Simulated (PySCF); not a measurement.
Isomers of C7H9P, one GFN2-xTB conformer each. Single-point energies are computed at PBE0/pcSseg-1 (PySCF, gas phase, no added dispersion term), electronic only.

**Question.** Rank them by PBE0/pcSseg-1 energy, lowest first (kJ/mol).
A. `[CH2:1]=[CH:2][P:3]1[CH:4]=[CH:5][CH2:6][CH:7]=[CH:8]1` with C1–C2–P3–C4 -146°, C2–P3–C4–C5 -133°, C4–C5–C6–C7 36°, C5–C6–C7–C8 -35°, C2–P3–C8–C7 133°
B. `CC1=CP=C(C)C=C1`
C. `[CH3:1][C:2]#[C:3][P:4]1[CH:5]=[CH:6][CH2:7][CH2:8]1` with C3–P4–C5–C6 -87°, C5–C6–C7–C8 -16°, C6–C7–C8–P4 23°, C3–P4–C8–C7 76°
D. `CC1=CC=CC(C)=P1`
E. `Cc1ccpcc1C`
F. `[CH2:1]=[CH:2][c:3]1[pH:4][cH:5][cH:6][c:7]1[CH3:8]` with C1–C2–C3–P4 2°
G. `Cc1cpcc(C)c1`
H. `[CH3:1]/[CH:2]=[CH:3]/[p:4]1[cH:5][cH:6][cH:7][cH:8]1` with C2–C3–P4–C5 -135°

**Answer.** G (0.0), E (1.1), B (2.3), D (4.3), F (126.1), H (137.7), A (174.5), C (200.3).

As drawn, the lowest has an aromatic ring, which the highest lacks; the highest has a C≡C bond and a C=C bond outside aromatic rings, which the lowest lacks. Neighbours under 10 kJ/mol apart (Cc1cpcc(C)c1 and Cc1ccpcc1C; Cc1ccpcc1C and Cc1ccc(C)pc1; Cc1ccc(C)pc1 and Cc1cccc(C)p1) can change places with a better method, another conformer or zero-point energy. GFN2-xTB itself gives, in the same order: 0.0, 3.1, 5.8, 11.2, 112.3, 149.7, 184.9, 174.1. Both levels put the same isomer lowest; measured from each level's own lowest isomer, the values differ by up to 26.2 kJ/mol (CC#CP1C=CCC1: 174.1 against 200.3).

**Question.** Which frontier levels, dipoles and rotational constants go with these structures?

**Answer.** 
| SMILES | HOMO (eV, PBE0/pcSseg-1) | LUMO (eV) | dipole (D) | A, B, C (MHz) |
| --- | --- | --- | --- | --- |
| Cc1cpcc(C)c1 | -6.91 | -1.37 | 2.30 | 2176, 1756, 983.7 |
| Cc1ccpcc1C | -6.77 | -1.25 | 2.52 | 2962, 1525, 1019 |
| Cc1ccc(C)pc1 | -6.80 | -1.30 | 1.83 | 3565, 1328, 979.2 |
| Cc1cccc(C)p1 | -6.84 | -1.25 | 1.43 | 3014, 1542, 1033 |
| C=Cc1[pH]ccc1C | -6.09 | -1.47 | 1.39 | 2283, 1802, 1022 |
| C/C=C/p1cccc1 | -6.57 | -1.16 | 1.42 | 4466, 934.0, 900.6 |
| C=CP1C=CCC=C1 | -6.35 | -0.43 | 1.14 | 4002, 1219, 1035 |
| CC#CP1C=CCC1 | -6.47 | -0.18 | 2.00 | 3085, 1044, 1003 |

**Question.** As an exercise, what shares would exp(−E/RT) give at 1000 K from these electronic energies alone (no entropy, no degeneracies)?

**Answer.** RT = 8.314 kJ/mol: Cc1cpcc(C)c1 31.0 %, Cc1ccpcc1C 27.0 %, Cc1ccc(C)pc1 23.5 %, Cc1cccc(C)p1 18.5 %, C=Cc1[pH]ccc1C under 0.1 %, C/C=C/p1cccc1 under 0.1 %, C=CP1C=CCC=C1 under 0.1 %, CC#CP1C=CCC1 under 0.1 %.
